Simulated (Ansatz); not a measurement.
Cost and result for the atomization energy of `[Br][SnH][Br]` radical (4 atoms, 3 bonds).

Total charge 0; spin multiplicity 2. Correlated methods include outer-core shells of Br, Sn, which these sets cover unevenly. Scalar relativity is left out up to krypton. Sn: def2 effective core potential. Geometry: relaxed with PBE0-D4/def2-TZVP. Program: Ansatz. All runs use 4 threads of an Arm Neoverse V1 on a shared host. Times are those of one run each, without the atoms' runs, and a repeat can differ threefold. Electronic energies, without spin–orbit coupling; frozen cores. CCSD(T)/CBS adds CCSD(T) − MP2 in def2-TZVPP to the MP2 limit, and its time is that of the two runs behind it. T1 = 0.012; ⟨S²⟩ of the reference is 0.76. With those shells the extrapolation isn't a true limit. HSE06 is the plane-wave form, built on full-range PBE exchange.

CCSD(T)/CBS is a level of theory with its own doubt, some kJ/mol a heavy atom from the limit and from the frozen cores, so smaller differences don't rank the functionals.

```json
{"level": "PBE-D4/def2-TZVPP (with forces)", "functions": "160", "wall time": "3.3 s"}
{"level": "PBE0-D4/def2-TZVPP", "functions": "160", "wall time": "5.5 s"}
{"level": "HSE06-D4/def2-TZVPP", "functions": "160", "wall time": "6 s"}
{"level": "CAM-B3LYP-D4/def2-TZVPP", "functions": "160", "wall time": "6.5 s"}
{"level": "PBE-QIDH/def2-TZVPP", "functions": "160", "wall time": "7 s"}
{"level": "B2PLYP/def2-TZVPP", "functions": "160", "wall time": "7.5 s"}
{"level": "CCSD(T)/def2-SVP", "functions": "95", "wall time": "9 s"}
{"level": "B97M-V/def2-TZVPP", "functions": "160", "wall time": "14 s"}
{"level": "ωB97X-V/def2-TZVPP", "functions": "160", "wall time": "15 s"}
{"level": "MP2/def2-QZVPP", "functions": "290", "wall time": "19 s"}
{"level": "ωB97M-V/def2-TZVPP (with forces)", "functions": "160", "wall time": "23 s"}
{"level": "CCSD(T)/def2-TZVPP", "functions": "160", "wall time": "87 s"}
{"level": "CCSD(T)/CBS(def2)", "functions": "–", "wall time": "110 s"}
```

(1) What atomization energy does each give, and how far from CCSD(T)/CBS? (Best estimate.)

Results:

(1) Ansatz gave: 
| level | atomization (kcal/mol) | difference from CCSD(T)/CBS | per bond |
| --- | --- | --- | --- |
| PBE-D4/def2-TZVPP (with forces) | 201.6 | 0.5 | 0.2 |
| PBE0-D4/def2-TZVPP | 197.3 | -3.8 | -1.3 |
| HSE06-D4/def2-TZVPP | 197.5 | -3.6 | -1.2 |
| CAM-B3LYP-D4/def2-TZVPP | 192.3 | -8.8 | -2.9 |
| PBE-QIDH/def2-TZVPP | 194.7 | -6.4 | -2.1 |
| B2PLYP/def2-TZVPP | 190.1 | -11.0 | -3.6 |
| CCSD(T)/def2-SVP | 174.7 | -26.4 | -8.8 |
| B97M-V/def2-TZVPP | 201.9 | 0.8 | 0.3 |
| ωB97X-V/def2-TZVPP | 197.5 | -3.6 | -1.2 |
| MP2/def2-QZVPP | 197.9 | -3.2 | -1.1 |
| ωB97M-V/def2-TZVPP (with forces) | 193.1 | -8.0 | -2.7 |
| CCSD(T)/def2-TZVPP | 188.9 | -12.2 | -4.0 |
| CCSD(T)/CBS(def2) | 201.1 | 0.0 | 0.0 |

At CCSD(T), def2-SVP lies −26.4 kcal/mol from the extrapolated value and def2-TZVPP −12.1 kcal/mol: correlation converges slowly with the basis, and small sets miss more of it in the bonded molecule than in its fragments. From BLYP to BHLYP (50 % exact exchange), in def2-TZVPP and without D4, the atomization energy moves by −4.2 kcal/mol: exact exchange takes away binding that semilocal exchange gives to molecules. In def2-TZVPP, CCSD(T) changes the Hartree–Fock value by +54.0 kcal/mol (the triples alone add +5.4 kcal/mol) and MP2 by +55.8 kcal/mol; breaking electron pairs costs correlation energy, which Hartree–Fock lacks.

Spin–orbit coupling would lower the free Sn atoms strongly, and the atomization energy with them, by more than many differences here. For some Ge, Se and Sn compounds the MP2-based and the directly extrapolated limit differ by 10 to 25 kJ/mol.
